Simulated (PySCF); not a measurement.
Species: C4H5OP3.
Structure used (PBE0-D3(BJ)/def2-SVP), in Å, numbered top down from 1:
```xyz
13
C4H5OP3 angstrom
C      2.6160    0.1794   -0.1459
O      1.6042   -0.7973   -0.1777
C      0.3132   -0.4383   -0.0613
P     -0.6985   -1.8888   -0.1497
C     -2.3188   -1.3379    0.0043
P     -3.1067    0.1959    0.2142
C     -1.8093    1.3307    0.2495
P     -0.0834    1.2677    0.1326
H      2.6046    0.7365    0.8072
H      2.5006    0.9018   -0.9728
H      3.5672   -0.3569   -0.2514
H     -3.0285   -2.1767   -0.0400
H     -2.1521    2.3673    0.3772
```

Linear response at CAM-B3LYP/def2-SVPD (PySCF, frozen core in the response, non-relativistic). Geometry: PBE0-D3(BJ)/def2-SVP, one conformer, isolated molecule.

Static isotropic polarisability: 129.77 au (19.23 Å³), principal values 78.4, 139.4, 171.5 au.

Problem. What is the polarisability at 1064 nm and at the sodium D line?

Solution. 132.48 au at 1064 nm (+2.1 %), 139.94 au at 589.3 nm (+7.8 %). The rise at 589.3 nm is 3.75 times that at 1064 nm; a pure ω² law gives 3.26. The lowest singlet lies at 356 nm, shorter than both wavelengths.

Problem. What is the isotropic C6 coefficient between two such molecules, C6 = (3/π)∫α(iω)² dω?

Solution. 5165 au (Eh·bohr⁶) by a ten-point quadrature over imaginary frequencies, which is 3090 eV·Å⁶ or 298 J·nm⁶/mol.

Problem. Which effective excitation energy ω̄ makes London's formula C6 = (3/4)α²ω̄ exact here?

Solution. ω̄ = 4·C6/(3α²) = 0.409 Eh = 11.1 eV. A one-pole form α(ω) = α/(1 − ω²/ω̄²) fitted to the 1064 nm value gives 8.1 eV. London's choice of the ionisation energy (8.32 eV, ΔSCF at the same level) gives C6 = 3860 au, 25 % too low.

Problem. How anisotropic is the static polarisability, by Δα² = ½[(α1 − α2)² + (α2 − α3)² + (α3 − α1)²]?

Solution. Δα = 81.9 au, or 0.63 of the isotropic value.

Problem. How many electrons N does the Slater–Kirkwood formula C6 = (3/4)·√N·α^(3/2) need to give this C6?

Solution. N = (4·C6/3)²/α³ = 21.7; the species has 82 electrons in all.

Problem. What n − 1 at the D line would an ideal gas of it have at 273.15 K and 1 atm (2.6868 × 10¹⁹ cm⁻³), by n − 1 = 2π·N·α′?

Solution. 35.01 × 10⁻⁴, a formal value whether or not that pressure can be reached.

Hardware: one thread, Arm Neoverse N1 (aarch64) (shared host). Cost: 8.6 min (grids of density and orbitals included), 1.0 GiB resident at most. This is the whole response run at CAM-B3LYP/def2-SVPD, SCF included.
